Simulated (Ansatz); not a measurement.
One geometry of BCl2(NH2) (BNCl2H2), several levels of theory.

```yaml
crystal:
  periodic: [false, false, false]
  atoms:
    - {symbol: B, position_ang: [0.289543, 0.503360, 0.003611]}
    - {symbol: Cl, position_ang: [1.997381, 0.545712, 0.470503]}
    - {symbol: Cl, position_ang: [-0.529061, 2.005661, -0.454079]}
    - {symbol: N, position_ang: [-0.405629, -0.704656, -0.004276]}
    - {symbol: H, position_ang: [-1.382944, -0.766604, -0.266531]}
    - {symbol: H, position_ang: [0.030711, -1.583472, 0.250772]}
basis:
  gaussian: {orbitals: def2-TZVP}
magnetization: {spin_polarized: true, initial_magnetization: 2}
hamiltonian: {xc: pbe0, dispersion: d4}
scf: {omitted_lower_state_checks: [starts]}
output: {orbitals: {seedname: orbitals}}
```

The file start.molden holds the orbitals of an earlier run on this structure, at another level or in another basis.

```sh
$ ansatz run in.yaml --threads 4 --pin off --events-out ev --progress --plain --max-ram 3916MiB
```

Shortened log:

```
Functional definition: PBE0
  name "PBE0"
  cite "Adamo & Barone, J. Chem. Phys. 110, 6158 (1999) doi:10.1063/1.478522"
  cite "Perdew, Burke & Ernzerhof, Phys. Rev. Lett. 77, 3865 (1996) doi:10.1103/PhysRevLett.77.3865"
  parent pbe
  parameter a = 0.25
  parameter kappa = 0.804
  parameter beta = 0.06672455060314922
  exchange = (1 - a)*pbe_x(kappa = kappa, mu = beta*pi^2/3) + a*exact_x
  correlation = pbe_c(beta = beta)
these checks for a lower state are left out or cut short: starts
948 factors; their error is unknown
mean field evaluation 1: about -27222.7677 eV, gradient 4.6e1 eV
mean field evaluation 2: about -27187.4801 eV, gradient 8.5e1 eV
mean field evaluation 4: about -27229.5639 eV, gradient 2.3e1 eV
mean field evaluation 8: about -27232.3572 eV, gradient 3.7e-1 eV
mean field evaluation 16: about -27232.4378 eV, gradient 1.6e-3 eV
mean field -27232.43779069 eV, -1000.7736299984 hartree, gradient 1.0e-5 eV, S^2 2.008909; 0 other end points of the search recorded, 0 dependent functions left out
reference -27232.43781922 eV, -1000.7736310471 hartree; 25, 23 occupied and 123, 125 virtual orbitals, 948 factors
Total energy: -27232.55333697 eV, -1000.7778762459 hartree
Checks for a lower state left out: starts
```

Hardware: 4 threads of Arm Neoverse V2 on a shared host. Wall time 2.1 s.

First input, but with `gaussian: {orbitals: def2-TZVP, initial_orbitals: start.molden}`, `hamiltonian: {xc: r2scan, dispersion: d4}` (abridged; 3.4 s):

```
Functional definition: r2SCAN
mean field -27240.61263060 eV, -1001.0740498241 hartree, gradient 1.3e-5 eV, S^2 2.010752
Total energy: -27240.64374456 eV, -1001.0751932413 hartree
Checks for a lower state left out: starts
```

First input, but with `gaussian: {orbitals: def2-TZVP, initial_orbitals: start.molden}`, `hamiltonian: {xc: pbe, dispersion: d4}` (abridged; 2.9 s):

```
Functional definition: PBE
mean field evaluation 16: about -27230.4542 eV, gradient 3.2e-6 eV
mean field -27230.45422441 eV, -1000.7007352821 hartree, gradient 3.2e-6 eV, S^2 2.005045
Total energy: -27230.59202586 eV, -1000.7057993921 hartree
Checks for a lower state left out: starts
```

Geometry: PBE-D4/def2-TZVP, that of the neutral singlet.

At PBE-D4/def2-TZVP the gap within one spin of the charge 0 triplet nearly closes, so an electron or hole may be smeared out by delocalisation error. At PBE0-D4/def2-TZVP a singlet of charge 0 lies 6.24 eV below the triplet at the same geometry.
